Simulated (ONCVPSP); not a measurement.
**An all-electron radial function and its pseudo partner (lithium (Li))**

Columns: radius, all-electron u(r) and pseudo u(r) of the 1s shell (level -51.85 eV) of lithium in the configuration 1s2 2s1; PBE, scalar-relativistic, ONCV scheme, ONCVPSP 4.0.1.

| r (bohr) | all-electron | pseudo |
| --- | --- | --- |
| 0.055 | 0.4334 | 0.2731 |
| 0.110 | 0.7363 | 0.5309 |
| 0.165 | 0.9397 | 0.7598 |
| 0.220 | 1.0683 | 0.9485 |
| 0.275 | 1.1414 | 1.0904 |
| 0.330 | 1.1734 | 1.1833 |
| 0.385 | 1.1754 | 1.2294 |
| 0.440 | 1.1558 | 1.2347 |
| 0.495 | 1.1208 | 1.2069 |
| 0.550 | 1.0753 | 1.1550 |
| 0.605 | 1.0230 | 1.0877 |
| 0.660 | 0.9666 | 1.0129 |
| 0.715 | 0.9083 | 0.9368 |
| 0.770 | 0.8496 | 0.8641 |
| 0.825 | 0.7916 | 0.7972 |
| 0.880 | 0.7351 | 0.7365 |
| 0.935 | 0.6807 | 0.6808 |
| 0.990 | 0.6288 | 0.6288 |
| 1.045 | 0.5796 | 0.5796 |
| 1.100 | 0.5333 | 0.5333 |
| 1.155 | 0.4899 | 0.4899 |
| 1.210 | 0.4494 | 0.4493 |
| 1.265 | 0.4116 | 0.4116 |
| 1.320 | 0.3766 | 0.3766 |
| 1.375 | 0.3441 | 0.3441 |
| 1.430 | 0.3141 | 0.3141 |

(1) How many radial nodes do the two functions have?

(2) At about which radius was the pseudo-wave matched?

(3) Is the pseudo-wave norm-conserving?

Results:

(1) The all-electron 1s function has n − l − 1 = 0; the pseudo-wave has 0.

(2) 1.00 bohr. The columns agree to 0.0005 from 0.94 bohr on; several derivatives are matched, so the curves merge somewhat inside the radius.

(3) Yes: the ONCV scheme keeps the norm inside the radius equal to the all-electron one, which fixes the energy derivative of the logarithmic derivative at the level.
